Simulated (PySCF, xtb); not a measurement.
Si(Cl)(Br)2(OH) (Br2ClHOSi), SMILES Cl[Si](O)(Br)Br. One conformer was computed; it need not be the lowest.

Harmonic wavenumbers (cm⁻¹) from GFN2-xTB (xtb) at its own minimum, in rising order: 92, 111, 163, 192, 198, 229, 348, 487, 540, 733, 945, 3651.

Q: What does PBE-D3(BJ)/def2-SVP in PySCF give at its own minimum? (The exact figures need the calculation; the answer reports its results.)

A: 91, 122, 165, 184, 223, 246, 350, 495, 572, 795, 915, 3741. Paired by order, the mean absolute difference is 24 cm⁻¹ and the zero-point energies are 11.0 and 11.3 kcal/mol.
